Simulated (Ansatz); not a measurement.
Isolated molecules relaxed with PBE0-D4/def2-TZVP in Ansatz; ΔE leaves out vibrations. CBS: MP2 limit from def2 TZ/QZ plus the TZ coupled-cluster correction, frozen cores. This one scheme is used for every species. DFT in def2-TZVPP. Elements past krypton have def2 core potentials. For Te outer-core shells are correlated without core-valence functions, which leaves a few kJ/mol of doubt a bond.

`C#CC(=C)C` + H₂Te → `C=C(C)[TeH]` + `C#C`  (substitution at a C–C bond)

CCSD(T)/CBS gives +21.8 kJ/mol.

(1) Another level gave +37.8 kJ/mol. Which?
A. SCS-MP2/def2-TZVPP
B. HF/def2-TZVPP
C. CCSD/def2-TZVPP
D. r2SCAN/def2-TZVPP

Largest T1 diagnostic among the species: 0.013.

Answers

(1) D. r2SCAN 37.8, CCSD/def2-TZVPP 29.0, SCS-MP2/def2-TZVPP 24.6, HF/def2-TZVPP 42.3 kJ/mol.

In def2-TZVPP, CCSD(T) changes the Hartree–Fock value by −15.5 kJ/mol (the triples alone add −2.2 kJ/mol) and MP2 by −19.3 kJ/mol. The D4 term adds −5.6 kJ/mol with B3LYP and −2.7 kJ/mol with PBE0; it sums over pairs of atoms, weighted by their polarisabilities, and B3LYP, whose exchange is more repulsive, gets the larger term.

B3LYP here is the variant with VWN-RPA as its local correlation; programs differ in this.
